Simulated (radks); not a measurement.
Excited configurations of Be3+: one electron is placed in a higher orbital outside the bare nucleus. The ground configuration is 1s1. Calculated with a radial shooting solver on a logarithmic mesh with Libxc functionals: Dirac Kohn-Sham, LDA (Slater exchange, Perdew-Wang correlation), spin-unpolarised, spherical densities, point nucleus; open shells are shared between the two j in proportion to 2j + 1. Excitation = E - E(ground); binding = E(ion) - E, where the ion is the core of charge +4; n* = 4/sqrt(2 binding) in atomic units, and the quantum defect is n - n*. Eigenvalue and <r> are those of j = l + 1/2.

outer orbital  excitation (eV)  binding (eV)  eigenvalue (eV)  <r> (bohr)
2s                      155.65        53.334          -47.350       1.513
5s                      200.14         8.840           -7.969       9.328
6s                      202.80         6.186           -5.595       13.40
6d                      202.80         6.182           -5.553       12.66
6f                      202.81         6.169           -5.495       11.94
7s                      204.41         4.574           -4.149       18.20
7p                      204.41         4.575           -4.144       17.95

The Delta-SCF ionisation energy is 208.98 eV (NIST Atomic Spectra Database: 217.72 eV, theoretical). Self-interaction in the functional shifts the binding energies and quantum defects, so they are the method's values and not measured ones. Spin polarisation and multiplet splitting are left out, so open shells lie too high by an amount that depends on their filling.

Beside tabulated values, note that spin-unpolarised runs miss the spin-polarisation part of the exchange energy of open shells.
